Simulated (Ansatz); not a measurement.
Geometry optimisation, RKS LDA/STO-3G (Ansatz 0.2.0).

The input (input.yaml):

```yaml
crystal:
  periodic: [false, false, false]
  atoms:
    - { symbol: O, position_ang: [-0.7262, -0.5575, 2.9788] }
    - { symbol: Al, position_ang: [0.8097, 0.2458, 2.4533] }
    - { symbol: O, position_ang: [0.8768, 1.1874, 0.8667] }
    - { symbol: Si, position_ang: [1.378, 0.0124, -0.3019] }
    - { symbol: B, position_ang: [2.32584, -1.48392, 0.77663] }
    - { symbol: C, position_ang: [3.13723, -0.45562, -0.07892] }
    - { symbol: Si, position_ang: [4.15286, 0.70791, 0.92773] }
    - { symbol: H, position_ang: [-0.7242, -1.3935, 2.5431] }
    - { symbol: H, position_ang: [2.1231, 0.077, 3.3954] }
    - { symbol: H, position_ang: [0.45993, -0.59174, -1.17144] }
    - { symbol: H, position_ang: [2.25937, -2.35828, 1.52996] }
    - { symbol: H, position_ang: [3.58909, -0.90023, -0.99018] }
    - { symbol: H, position_ang: [5.43847, 0.02852, 1.41347] }
    - { symbol: H, position_ang: [3.4368, 1.18357, 2.14071] }
    - { symbol: H, position_ang: [4.5412, 1.89204, 0.11032] }
basis:
  gaussian: { orbitals: STO-3G }
hamiltonian:
  xc: lda
relax:
  f_tol: 0.015
  max_steps: 40
```

Command:

```bash
$ ansatz run input.yaml --threads 1 --pin off --max-ram 2048MiB --backend cpu --events-out ev --progress --plain --runs-dir out
```

Problem. Where does it end, and by what steps?

Solution. The run converged. Limits of this set-up: minimal basis. After 19 steps the energy has fallen by 4.330 eV; H9 moved furthest, 1.53 Å. Parted: Al2–H9. Joined: Al2–B5, B5–H9.

| step | energy less start (eV) | largest force component (eV/Å) | accepted |
| --- | --- | --- | --- |
| 0 | 0.0000 | 5.952 | yes |
| 1 | -1.7751 | 1.228 | yes |
| 2 | -2.0442 | 1.621 | yes |
| 3 | -2.2264 | 0.927 | yes |
| 4 | -2.3418 | 2.300 | yes |
| 5 | -2.4779 | 0.912 | yes |
| 6 | -2.6088 | 0.572 | yes |
| 7 | -2.8196 | 0.947 | yes |
| 8 | -3.1982 | 1.622 | yes |
| 9 | -3.8015 | 1.082 | yes |
| 10 | -4.0126 | 2.150 | yes |
| 11 | -4.1876 | 1.268 | yes |
| 12 | -4.2858 | 0.741 | yes |
| 13 | -4.1460 | 1.263 | no |
| 14 | -4.3143 | 0.335 | yes |
| 15 | -4.3246 | 0.150 | yes |
| 16 | -4.3264 | 0.222 | yes |
| 17 | -4.3289 | 0.069 | yes |
| 18 | -4.3291 | 0.070 | yes |
| 19 | -4.3296 | 0.013 | yes |

```xyz
15
Properties=species:S:1:pos:R:3
O -0.653 -0.315 3.158
Al 0.419 -0.166 1.850
O 0.397 1.176 0.746
Si 1.390 0.095 -0.220
B 2.109 -1.238 1.189
C 3.099 -0.338 0.189
Si 4.261 0.837 1.018
H -0.386 -1.197 3.611
H 2.393 -0.980 2.318
H 0.767 -0.467 -1.412
H 1.994 -2.378 0.983
H 3.568 -0.929 -0.607
H 5.324 0.122 1.697
H 3.530 1.614 2.001
H 4.865 1.758 0.072
```

Time of the run: 2.6 min on 1 thread of Arm Neoverse N1, on a shared host, peak memory 0.21 GiB.
